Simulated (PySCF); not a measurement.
Isomers of C6H12O2. The calculation used PBE0-D3(BJ)/def2-SVP geometry optimisation, gas phase in PySCF. One conformer each; no zero-point energy, no entropy. No frequencies were run at this level. Point groups hold within 0.08 Å.

**Question.** Rank from lowest to highest electronic energy at this level (kcal/mol).
A. `[CH3:1][CH2:2][C@@H:3]([CH3:4])[O:5][C:6]([CH3:7])=[O:8]` with C1–C2–C3–C4 177°, C2–C3–O5–C6 153°, C3–O5–C6–C7 180° (sec-butyl acetate)
B. `[CH3:1][C@@H:2]1[CH2:3][O:4][CH2:5][C@H:6]([CH3:7])[O:8]1` with C1–C2–C3–O4 -176°, C2–C3–O4–C5 57°, C3–O4–C5–C6 -57°, O4–C5–C6–C7 176°
C. `[CH3:1][CH2:2][CH2:3][CH2:4][CH2:5][O:6][CH:7]=[O:8]` with C1–C2–C3–C4 -179°, C2–C3–C4–C5 180°, C3–C4–C5–O6 -176°, C4–C5–O6–C7 -85°, C5–O6–C7–O8 -1° (pentyl formate)

**Answer.** A (0.0), C (11.1), B (23.1).

As drawn, the lowest has a C=O bond and a C(=O)–O unit, which the highest lacks.

| SMILES | E (Eh) | E rel (kcal/mol) | dipole (D) | point group | A, B, C (MHz) |
| --- | --- | --- | --- | --- | --- |
| CC[C@@H](C)OC(C)=O | -385.62483 | 0.0 | 1.88 | C1 | 2900, 1371, 1102 |
| CCCCCOC=O | -385.60719 | 11.1 | 1.86 | C1 | 6002, 700.0, 666.9 |
| C[C@@H]1COC[C@H](C)O1 | -385.58809 | 23.1 | 0.30 | Cs | 3054, 1852, 1244 |
